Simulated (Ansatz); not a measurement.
Consider the isomerisation: `BCO[SiH3]` → `OCB[SiH3]`.

Computed with Ansatz on PBE0-D4/def2-TZVP structures; ΔE is electronic, products minus reactants. CCSD(T)/CBS adds triple-zeta CCSD(T) − MP2 to the extrapolated MP2 energy (def2 sets, frozen cores). DFT in def2-TZVPP. B3LYP here is the variant with VWN-RPA as its local correlation; programs differ in this. HSE06 is defined as in plane-wave codes. Each species was taken in one conformer, which may not be the lowest.

(1) Is it downhill or uphill in electronic energy at CCSD(T)/CBS, and by how much? (Best estimate.)

(2) What do these levels give: LDA (SPW92), r2SCAN-D4, B3LYP-D4, r2SCAN0-D4, HSE06-D4, BHLYP-D4, ωB97X-V, ωB97M-V, PBE, revPBE, B3LYP, HSE06? (Estimate.)

(3) What do rigid-rotor, harmonic-oscillator terms from PBE0-D4/def2-TZVP frequencies (298.15 K, 1 bar) make of the CCSD(T)/CBS value? (Best estimate.)

Largest T1 diagnostic among the species: 0.012.

Answers

(1) Computed: Uphill: ΔE = +102.5 kJ/mol.

(2) The calculation gave: LDA (SPW92) 80.4, r2SCAN-D4 96.8, B3LYP-D4 103.9, r2SCAN0-D4 99.9, HSE06-D4 87.3, BHLYP-D4 113.2, ωB97X-V 101.4, ωB97M-V 104.8, PBE 79.9, revPBE 79.0, B3LYP 103.2, HSE06 87.0 kJ/mol.

(3) Computed: ΔZPE = +2.2 kJ/mol, ΔH = +105.7 kJ/mol, ΔS = 8 J/(mol·K), ΔG = +103.4 kJ/mol.

Leaving LDA and LC-ωPBE aside and taking each functional with its dispersion term where it has one, the values, not all of them listed here, spread over 32.8 kJ/mol, from PBE-D4 to BHLYP-D4. From BLYP to BHLYP (50 % exact exchange), in def2-TZVPP and without D4, ΔE moves by +14.8 kJ/mol.
